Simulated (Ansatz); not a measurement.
Stretching the B1–F2 bond in BF2HO (SMILES OB(F)F) (multiplicity 1 held, fragments rigid). Energies count from the point at 1.332 Å.
Geometry at that point (charge 0, multiplicity 1):
```xyz
5

B     -0.01133    -0.00676     0.01793
F      1.28636    -0.21417    -0.20169
F     -0.53872    -0.47351     1.13641
O     -0.79276     0.65750    -0.85725
H     -0.33000     0.96291    -1.64415
```

Signs of static correlation in cc-pVDZ, from Ansatz (a quantum-chemistry and plane-wave program) runs.

```tsv
R (Å)	T1 of restricted CCSD	⟨S²⟩ of UHF	largest double amplitude of restricted CCSD
1.066	0.011	0.000	0.038
1.199	0.012	0.000	0.038
1.332	0.012	0.000	0.037
1.466	0.013	0.000	0.036
1.599	0.014	0.000	0.034
1.799	0.016	0.000	0.033
1.999	0.019	0.000	0.097
2.332	0.027	0.683	0.173
2.665	0.043	0.901	(withheld)
3.064	0.071	0.977	0.448
3.597	0.114	1.001	(withheld)
4.264	0.142	1.005	1.114
```

Task: Fill in the missing entries.

Result: 
- 2.665, largest double amplitude of restricted CCSD: 0.267
- 3.597, largest double amplitude of restricted CCSD: 0.793

Doubts at one or more of the structures used: a restricted determinant that unrestricted orbitals would lower (R-CCSD(T)/cc-pVDZ); other coupled-cluster roots lie near (R-CCSD(T)/cc-pVDZ); T1 above 0.05 (R-CCSD(T)/cc-pVDZ, U-CCSD(T)/cc-pVDZ); a spin-contaminated determinant (U-CCSD(T)/cc-pVDZ).
